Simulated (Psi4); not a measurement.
Input for Psi4:
```
memory 2 GB

molecule {
1 2
  As   -0.91408271    0.11757606   -1.17441154
  As    0.56448145    1.36964334    0.18453076
  As    0.91952912   -1.12533990   -0.34159932
  As   -0.56992786   -0.36187950    1.33148010
}

set basis 3-21g
set reference uks

energy('svwn')
print_variables()
```

Give the nuclear repulsion energy at the level SVWN/3-21G in Psi4 1.11.

1421.7195 Eh

What total energy does SVWN/3-21G give?

-8889.9609 Eh

Predict the <S^2> from SVWN/3-21G.

0.751

Predict the number of basis functions from SVWN/3-21G.

92

These values belong to the state on which the SCF converged, which isn't shown to be the lowest.
